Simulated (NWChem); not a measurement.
Molecule: C2H5FOSi; SMILES C=C[Si@@H](O)F

```xyz
10

C      0.0277    -2.1944     0.3028
C     -0.7210    -1.1778    -0.1435
Si    -0.0175     0.5150    -0.4329
O     -0.7630     1.6746     0.4768
F      1.5553     0.4077    -0.0250
H      1.0965    -2.0672     0.5069
H     -0.3882    -3.1925     0.4812
H     -1.7872    -1.3568    -0.3374
H     -0.0992     0.9963    -1.8301
H     -0.9064     1.4737     1.4067
```
Atoms are numbered in this order, from 1.

All runs: NWChem. Pople sets run with spherical d functions. Geometry: optimised at PBE0/def2-SVP. Atomic charges in e: unrestrained fits to the electrostatic potential beside Mulliken populations; buried atoms are poorly determined by the fit.

Problem. Predict the results for Hartree-Fock/6-31G*. Quantities: ESP C1; Mulliken C1; ESP C2; Mulliken C2; ESP Si3; Mulliken Si3; ESP O4; Mulliken O4; ESP F5; Mulliken F5; relative RMS misfit of the potential (%).

Solution. 
```json
{
 "ESP C1": "-0.15",
 "Mulliken C1": "-0.35",
 "ESP C2": "-0.49",
 "Mulliken C2": "-0.47",
 "ESP Si3": "1.15",
 "Mulliken Si3": "1.34",
 "ESP O4": "-0.79",
 "Mulliken O4": "-0.88",
 "ESP F5": "-0.40",
 "Mulliken F5": "-0.55",
 "relative RMS misfit of the potential (%)": "24"
}
```
